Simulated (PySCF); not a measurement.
C₂H₈N₂Si₂, SMILES CC1=N[SiH2][Si@H]1N. Atoms are numbered in the order given.

```xyz
14

C      1.7808    -1.7437    -0.3464
C      0.9443    -0.5017    -0.2756
N      1.2322     0.5818    -0.9396
Si    -0.2042     1.6686    -0.6853
Si    -0.6115    -0.1048     0.8289
N     -1.9341    -1.2167     1.0284
H      1.1570    -2.6012    -0.6776
H      2.6315    -1.6089    -1.0436
H      2.1605    -2.0116     0.6629
H     -1.0125     1.7324    -1.9562
H      0.1554     3.0854    -0.3102
H     -0.1492     0.1906     2.2368
H     -2.5624    -1.4441     0.2557
H     -2.3990    -1.3191     1.9325
```
Charge 0, spin multiplicity 1.

Geometry: PBE-D3(BJ)/def2-SVP. The structure was generated by enumeration; whether it is a known compound was not checked. One conformer was computed; it need not be the lowest.

Computed with PBE-D3(BJ)/def2-SVP (PySCF).

Frequencies are harmonic and unscaled.

| mode | ν (cm⁻¹) | IR (km/mol) | moving atoms (share of kinetic energy) |
|---|---|---|---|
| 1 | 93 | 3.3 | H 50 %, N 37 %, Si 10 % |
| 2 | 121 | 4.1 | N 48 %, H 23 %, C 17 %, Si 12 % |
| 3 | 141 | 0.4 | H 64 %, N 18 %, Si 17 % |
| 4 | 171 | 1.1 | H 40 %, N 24 %, Si 19 %, C 16 % |
| 5 | 237 | 43.5 | H 86 %, C 10 % |
| 6 | 284 | 23.8 | H 46 %, Si 29 %, C 19 % |
| 7 | 335 | 82.8 | H 59 %, Si 20 %, N 17 % |
| 8 | 379 | 40.3 | H 37 %, Si 33 %, N 19 %, C 11 % |
| 9 | 396 | 1.8 | H 35 %, C 33 %, N 20 %, Si 13 % |
| 10 | 422 | 4.9 | Si 54 %, H 23 %, C 16 % |
| 11 | 482 | 12.2 | H 54 %, Si 24 %, C 18 % |
| 12 | 551 | 7.3 | C 44 %, Si 25 %, H 23 %, N 8 % |
| 13 | 634 | 30.2 | H 81 %, Si 9 % |
| 14 | 647 | 38.4 | H 86 % |
| 15 | 681 | 2.5 | H 87 % |
| 16 | 717 | 1.1 | H 46 %, N 39 %, Si 9 % |
| 17 | 764 | 147.0 | H 54 %, N 25 %, Si 20 % |
| 18 | 840 | 61.6 | N 44 %, Si 31 %, H 25 % |
| 19 | 883 | 167.0 | H 71 %, Si 15 %, N 13 % |
| 20 | 922 | 100.8 | H 91 % |
| 21 | 948 | 8.4 | H 50 %, C 32 %, N 16 % |
| 22 | 961 | 2.6 | H 60 %, C 38 % |
| 23 | 1141 | 10.4 | C 67 %, H 27 % |
| 24 | 1311 | 11.5 | H 69 %, C 30 % |
| 25 | 1374 | 21.0 | H 94 % |
| 26 | 1386 | 12.4 | H 96 % |
| 27 | 1485 | 36.6 | H 89 %, N 10 % |
| 28 | 1567 | 79.1 | C 59 %, N 37 % |
| 29 | 2121 | 97.4 | H 97 % |
| 30 | 2133 | 141.2 | H 97 % |
| 31 | 2146 | 132.0 | H 96 % |
| 32 | 2957 | 8.3 | H 97 % |
| 33 | 3039 | 4.2 | H 91 %, C 9 % |
| 34 | 3075 | 7.5 | H 90 %, C 10 % |
| 35 | 3500 | 32.5 | H 96 % |
| 36 | 3601 | 30.4 | H 91 %, N 9 % |
